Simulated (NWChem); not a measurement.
Species: CH₅AgO; SMILES [CH3][Ag]<-[OH2]

```xyz
8

Ag     0.0000    -0.0552     0.0193
C      0.0001    -2.1156    -0.0336
H      0.8523    -2.4836    -0.6256
H     -0.9309    -2.4863    -0.4894
H      0.0787    -2.5183     0.9881
O      0.0001     2.2046     0.0338
H      0.7668     2.5698    -0.4246
H     -0.7665     2.5700    -0.4246
```
Atoms are numbered in this order, from 1.

All runs: NWChem. All runs use the structure optimised with PBE0/def2-SVP. def2 effective core potentials on Ag; no spin-orbit coupling.

For level LDA (Slater exchange, PW92)/def2-TZVP:

```
Property                     Result
---------------------------  ------
highest occupied level (eV)   -5.10
```

### Question
Estimate the same quantities for level B97-D/def2-TZVP.

### Answer
The highest occupied level (eV) is -4.78.
